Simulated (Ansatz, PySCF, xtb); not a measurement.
Gas-phase reaction 2 R1 + R2 + R3 → 3 P1 + P2, each structure at its B3LYP-D3(BJ)/def2-TZVP stationary point, reached from a drawn start (curvature not checked).
P1, H2 (SMILES [H][H]) (charge 0, multiplicity 1):
```xyz
2

H      0.0000     0.0000     0.3720
H      0.0000     0.0000    -0.3720
```
R1, HCl (SMILES Cl) (charge 0, multiplicity 1):
```
atom   x (Å)   y (Å)    z (Å)
----  ------  ------  -------
Cl    0.0000  0.0000   0.6410
H     0.0000  0.0000  -0.6410
```
R2: HF (SMILES F), charge 0, multiplicity 1.
R3, SiH4 (SMILES [SiH4]) (charge 0, multiplicity 1):
```xyz
5

Si     0.0000     0.0000     0.0000
H      0.8547     0.8547     0.8547
H     -0.8547    -0.8547     0.8547
H     -0.8547     0.8547    -0.8547
H      0.8547    -0.8547    -0.8547
```
P2, Cl2FHSi (SMILES F[SiH](Cl)Cl) (charge 0, multiplicity 1):
| atom | x (Å) | y (Å) | z (Å) |
|---|---|---|---|
| Si | 0.0008 | 0.0983 | 0.0635 |
| F | -0.1138 | 1.3086 | -0.9563 |
| Cl | -1.6465 | -1.0767 | -0.1503 |
| Cl | 1.6832 | -0.9560 | -0.3814 |
| H | 0.0762 | 0.6257 | 1.4247 |

P less R. No zero-point or thermal terms.

Correlated levels freeze the cores.

Codes used: Ansatz (Gaussian basis) for Hartree–Fock, density functionals and correlated methods; PySCF for the D3/D4 terms; xtb for the GFN methods. Each number belongs to the level named beside it.

```csv
level,reaction energy (eV)
GFN2-xTB,-2.014
BLYP-D3(BJ)/def2-TZVPP,-2.858
BLYP-D4/def2-TZVPP,-2.894
revPBE/def2-TZVPP,-2.653
B3LYP-D4/def2-TZVPP,-2.838
CAM-B3LYP-D4/def2-TZVPP,-2.778
B2PLYP-D3(BJ)/def2-TZVPP,-2.874
CCSD/cc-pV(D+d)Z,(withheld)
CCSD(T)/cc-pV(T+d)Z,(withheld)
```

Q: Complete the blanks.

A: 
- CCSD/cc-pV(D+d)Z, reaction energy (eV): -2.103
- CCSD(T)/cc-pV(T+d)Z, reaction energy (eV): -2.726

Ansatz is an electronic-structure program.
